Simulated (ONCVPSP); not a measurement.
**u(r) = r·R(r): atom against pseudo-atom (iron (Fe))**

Columns: radius, all-electron u(r) and pseudo u(r) of the 3d shell (level -7.75 eV) of iron in the configuration [Ne] 3s2 3p6 3d6 4s2; LDA (Perdew-Wang 92), scalar-relativistic, ONCV scheme, ONCVPSP 4.0.1.

```tsv
r (bohr)	all-electron	pseudo
0.068	0.0281	0.0046
0.136	0.1358	0.0349
0.204	0.2917	0.1086
0.272	0.4558	0.2295
0.340	0.6031	0.3879
0.408	0.7223	0.5629
0.476	0.8105	0.7294
0.544	0.8700	0.8657
0.612	0.9045	0.9582
0.680	0.9188	1.0036
0.748	0.9177	1.0079
0.816	0.9051	0.9828
0.884	0.8842	0.9409
0.952	0.8577	0.8931
1.020	0.8274	0.8461
1.088	0.7949	0.8029
1.156	0.7612	0.7637
1.224	0.7271	0.7276
1.292	0.6932	0.6932
1.360	0.6599	0.6598
1.428	0.6274	0.6274
1.496	0.5960	0.5960
1.564	0.5658	0.5657
1.632	0.5368	0.5368
1.700	0.5091	0.5091
1.768	0.4827	0.4827
```

Question: How many radial nodes do the two functions have?

Answer: The all-electron 3d function has n − l − 1 = 0; the pseudo-wave has 0.

Question: At about which radius was the pseudo-wave matched?

Answer: 1.36 bohr, where the columns begin to agree (steps of 0.07 bohr).

Question: Is the pseudo-wave norm-conserving?

Answer: Yes: the ONCV scheme keeps the norm inside the radius equal to the all-electron one, which fixes the energy derivative of the logarithmic derivative at the level.
